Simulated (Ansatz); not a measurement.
Start from `COB(F)Br` and change one element to get `C[O][Al]([F])[Br]`.

Ansatz, PBE0-D4/def2-TZVP geometries, multiplicity 1. Each molecule was computed in one conformer, which needn't be the lowest.

Scalar relativity is left out up to krypton.

```tsv
property	`COB(F)Br`
HOMO energy (ωB97M-V/def2-TZVPP) / eV	-10.93
HOMO energy (B3LYP/def2-TZVPP) / eV	-8.38
LUMO energy (PBE0/def2-TZVPP) / eV	0.36
HOMO–LUMO gap (PBE/def2-TZVPP) / eV	6.66
HOMO energy (PBE/def2-TZVPP) / eV	-7.30
LUMO energy (PBE/def2-TZVPP) / eV	-0.65
```

(1) Give the same properties after the change, and the shifts. (Best estimate.)

Results:

(1) The calculation gave: 
```
                             property  `C[O][Al]([F])[Br]`  shift
HOMO energy (ωB97M-V/def2-TZVPP) / eV               -11.02  -0.09
  HOMO energy (B3LYP/def2-TZVPP) / eV                -8.42  -0.04
   LUMO energy (PBE0/def2-TZVPP) / eV                -1.00  -1.36
  HOMO–LUMO gap (PBE/def2-TZVPP) / eV                 5.27  -1.39
    HOMO energy (PBE/def2-TZVPP) / eV                -7.14   0.16
    LUMO energy (PBE/def2-TZVPP) / eV                -1.87  -1.22
```

B3LYP here is the variant with VWN-RPA as its local correlation; programs differ in this.

Spin–orbit coupling is left out; it splits and shifts lone-pair levels of the heavy atoms by tenths of an eV.
